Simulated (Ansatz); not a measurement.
`CC(F)C[SiH3]`. The species carries charge 0 and has multiplicity 1. All single points use the PBE0-D4/def2-TZVP geometry. It is one conformer, not always the lowest.

```xyz
14

C     1.315    0.140    1.599
C     0.520   -0.443    0.458
F    -0.409   -1.341    0.993
C    -0.225    0.584   -0.367
Si   -1.424   -0.163   -1.615
H     2.079    0.820    1.217
H     0.659    0.698    2.271
H     1.808   -0.651    2.168
H     1.172   -1.038   -0.192
H    -0.773    1.265    0.293
H     0.502    1.194   -0.914
H    -0.737   -1.232   -2.391
H    -2.627   -0.732   -0.959
H    -1.860    0.900   -2.561
```

Q: What is the dipole moment at ωB97M-V/def2-TZVPP? (Best estimate.)

A: Computed: 2.14 D, with components (1.57, 1.46, -0.05) D in this frame, pointing from negative to positive charge.

Q: And with PBE, r2SCAN, B3LYP? (Estimate.)

A: The calculation gave: PBE 2.08 D, r2SCAN 2.14 D, B3LYP 2.15 D.

Q: Give the Mulliken charges with ωB97M-V, PBE, B3LYP in def2-TZVPP. (Estimate.)

A: Computed: 
```
atom  ωB97M-V    PBE  B3LYP
  C1    -0.30  -0.24  -0.24
  C2     0.13   0.16   0.19
  F3    -0.24  -0.21  -0.26
  C4    -0.32  -0.20  -0.23
 Si5     0.19   0.20   0.28
  H6     0.09   0.08   0.08
  H7     0.10   0.08   0.08
  H8     0.12   0.09   0.10
  H9     0.09   0.05   0.06
 H10     0.11   0.08   0.08
 H11     0.11   0.08   0.08
 H12    -0.04  -0.06  -0.07
 H13    -0.02  -0.05  -0.06
 H14    -0.03  -0.06  -0.07
```

B3LYP here is the variant with VWN-RPA as its local correlation; programs differ in this.
